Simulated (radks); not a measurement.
Q: The mean radii <r> (bohr) of the occupied orbitals of an atom or ion are listed with their occupations. Method: scalar-relativistic Kohn-Sham, PBEsol, spin-polarised, spherical densities, finite nucleus; Fermi nuclear charge, rms radius of each element as measured or else 0.836 A^(1/3) + 0.57 fm; computed with a radial shooting solver on a logarithmic mesh with Libxc functionals.

| orbital | occ. | <r> |
|---|---|---|
| 1s | 2 | 0.04863 |
| 2s | 2 | 0.2180 |
| 2p | 6 | 0.1908 |
| 3s | 2 | 0.6524 |
| 3p | 6 | 0.6796 |
| 3d | 10 | 0.8078 |
| 4s | 2 | 2.210 |

Name the element and its charge. Open shells, if any, are filled with parallel spins first.

A: Z = 31, gallium, charge +1: Ga+ in [Ar] 3d10 4s2. The 1s radius gives Z: for a bare nucleus <r> = (2 gamma + 1)/(2Z) with gamma = sqrt(1 - (Z/c)^2), 0.04755 bohr for Z = 31, and screening makes it slightly larger (0.04863 here). The occupations add up to 30, and the charge is Z minus that.
